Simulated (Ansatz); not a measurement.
PBE exchange is replaced step by step with exact exchange (0 % is PBE, 25 % PBE0; no dispersion term), basis def2-TZVPD, Ansatz. System: [GaCl4]- (GaCl₄⁻). The state is a singlet with charge -1. Geometry: PBE-D4/def2-SVPD.

Geometry of the singlet:

Cartesian coordinates in Å:
```
Ga 0.0000 0.0000 0.0000
Cl -1.8110 -1.3027 0.1044
Cl 1.5012 -0.6903 1.5025
Cl -0.5762 2.1124 0.4397
Cl 0.8859 -0.1194 -2.0466
```

```tsv
exact exchange (%)	HOMO (eV)	LUMO (eV)	gap (eV)
0	-3.20	1.89	5.09
10	-3.75	2.22	5.97
15	-4.03	2.37	6.40
25	-4.59	2.66	7.26
35	-5.16	2.93	8.09
50	-6.02	3.27	9.29
```

(1) Fit a straight line to the column «gap (eV)» against the share of exact exchange and predict its value at 5 %.

Results:

(1) With x = exact exchange (%) and y = gap (eV): mean x = 22.5, mean y = 7.017; Σ(x − x̄)(y − ȳ) = 137.6, Σ(x − x̄)² = 1638; slope b = 0.084, intercept a = ȳ − b·x̄ = 5.127. The residuals of the fitted rows reach 0.04. At x = 5 the line gives 5.127 + (0.084 × 5) = 5.55; the run gave 5.53, 0.02 less than the line.
